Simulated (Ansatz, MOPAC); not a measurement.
Molecule: H₂O (charge +1, doublet). SMILES: [OH2+]
Geometry: optimised at B3LYP-D3(BJ)/def2-TZVP (Ansatz, a quantum-chemistry and plane-wave program).

Wanted: vertical electron affinity to the singlet, in eV. Conventions: UHF or UKS for open shells; spin-orbit terms left out; each state is the SCF solution reached for its charge and spin; valence correlation only; no dispersion term unless named; non-relativistic. CBS marks a two-point X^-3 extrapolation of the correlation energy; Hartree-Fock from the larger set. Ab initio and DFT rows: single points at B3LYP-D3(BJ) geometries (Ansatz). Semi-empirical rows: differences of heats of formation at the shared geometry for vertical values. Anions need diffuse functions, which STO-3G, LANL2DZ, def2-SVP, cc-pVDZ and Pople sets without + lack.

```csv
species,coefficient,"E at B3LYP/STO-3G (Ansatz), Eh","E at wB97X-V/def2-TZVPD (Ansatz), Eh","heat of formation at PM6 (MOPAC), kcal/mol"
"charge 0, singlet",-1,-75.31611,-76.43002,-52.15
"charge 1, doublet",+1,-74.96942,-75.97236,210.47
```

Coupled cluster (Ansatz) is a level with limits of its own, used here on species with T1 under 0.025 (0.045 for open shells) and stable references: CCSD(T)/CBS(aug-cc-pVTZ,aug-cc-pVQZ). Value to compare with, CCSD(T)/CBS(aug-cc-pVTZ,aug-cc-pVQZ) (Ansatz): 12.54 eV. 1 Eh = 27.2114 eV and 1 eV = 23.0605 kcal/mol.

Problem. Compute it at each level from the table, and compare with CCSD(T)/CBS(aug-cc-pVTZ,aug-cc-pVQZ) (Ansatz).

Solution. 
- B3LYP/STO-3G: the sum of coefficient times E is 0.34669 Eh, or 9.434 eV. Result: 9.43 eV. Its difference against CCSD(T)/CBS(aug-cc-pVTZ,aug-cc-pVQZ) (Ansatz) is -3.11 eV.
- wB97X-V/def2-TZVPD: the sum of coefficient times E is 0.45766 Eh, or 12.454 eV. Result: 12.45 eV. Its difference against CCSD(T)/CBS(aug-cc-pVTZ,aug-cc-pVQZ) (Ansatz) is -0.09 eV.
- PM6: the sum of coefficient times heat of formation is 262.62 kcal/mol, or 11.39 eV. Its difference against CCSD(T)/CBS(aug-cc-pVTZ,aug-cc-pVQZ) (Ansatz) is -1.15 eV.
